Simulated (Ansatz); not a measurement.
Born–Oppenheimer molecular dynamics of CH$_{4}$O$_{2}$Si (8 atoms, charge 0, multiplicity 1). It starts from a relaxed structure.

These are results of RKS r2SCAN/STO-3G in Ansatz, not measurements.

| Item | Value |
| --- | --- |
| ensemble | NVE (velocity Verlet) |
| time step | 0.5 fs |
| steps asked | 150 |
| starting velocities drawn for | 300 K |
| seed | 345604 |

First frame:

```xyz
8
Properties=species:S:1:pos:R:3
O -0.943 1.848 -0.265
C -0.635 0.566 0.227
Si 0.858 -0.354 -0.090
O 0.744 -2.026 0.319
H -0.508 1.861 -1.195
H -1.127 0.488 1.218
H 1.109 -0.372 -1.525
H 0.501 -2.011 1.312
```

Q: How far do the bonds stretch over the last three quarters of this one trajectory? (Pairs bonded in most of those frames.)

A: 
```tsv
bond	mean (Å)	spread (Å)	shortest	longest
O1–C2	1.411	0.029	1.37	1.46
O1–H5	1.028	0.002	1.02	1.03
C2–Si3	1.780	0.017	1.75	1.81
C2–H6	1.109	0.014	1.09	1.13
Si3–O4	1.726	0.012	1.70	1.75
Si3–H7	1.457	0.041	1.40	1.52
O4–H8	1.026	0.026	0.98	1.06
```

Mean temperature of the second half: 148 K. The conserved energy stayed within 0.26 meV per atom of its start (net change 0.17 meV per atom), so the integration is sound. The temperature averaged 0.49 of the 300 K drawn at the start: a run that starts near a minimum puts about half its kinetic energy into the potential. A run of 0.075 ps of so small a system gives no equilibrium averages. Limits of this set-up: minimal basis.

Run time: 5.2 min on 1 thread of Arm Neoverse V1, on a shared host, peak memory 0.1 GiB.
